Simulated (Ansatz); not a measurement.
Stepwise reaction of `[CH3][Ge]([CH3])([Cl])[Cl]` with hydrogen fluoride, as a gas-phase model of exchange steps in deposition or etching. ΔE in kJ/mol.

Calculated with Ansatz (gas phase, PBE0-D4/def2-TZVP geometries, no zero-point term in ΔE). CBS: MP2 limit from def2 TZ/QZ plus the TZ coupled-cluster correction, frozen cores. This one scheme is used for every species. Functionals use def2-TZVPP. B3LYP here is the variant with VWN-RPA as its local correlation; programs differ in this. For Ge outer-core shells are correlated without core-valence functions, which leaves a few kJ/mol of doubt a bond. Scalar relativity is left out up to krypton.

| step | reaction | PBE-D4 | B3LYP-D4 | ωB97M-V | CCSD(T)/CBS |
| --- | --- | --- | --- | --- | --- |
| 2 | `[CH3][Ge]([CH3])([F])[Cl]` + H–F → `[CH3][Ge]([CH3])([F])[F]` + HCl | 9.3 | 5.2 | 5.2 | 9.2 |

Question: Give the row of step 1, `[CH3][Ge]([CH3])([Cl])[Cl]` + H–F → `[CH3][Ge]([CH3])([F])[Cl]` + HCl. (An estimate is asked.)

Answer: Ansatz gave: 
```
step                                                                reaction  PBE-D4  B3LYP-D4  ωB97M-V  CCSD(T)/CBS
   1  `[CH3][Ge]([CH3])([Cl])[Cl]` + H–F → `[CH3][Ge]([CH3])([F])[Cl]` + HCl    11.2       7.8      7.5         12.4
```

Question: By hand: ΔE of the 2 steps together at CCSD(T)/CBS.

Answer: (12.4) + (9.2) = 21.6 kJ/mol, or 10.8 kJ/mol a step.

In ΔE the steps differ by no more than 3.2 kJ/mol. All are uphill at CCSD(T)/CBS. PBE-D4 differs from CCSD(T)/CBS by -1.2 to 0.1 kJ/mol a step. Only this route is followed, and other bonds may react first. Isolated molecules leave out the surface, adducts and barriers. Largest T1 diagnostic: 0.011.
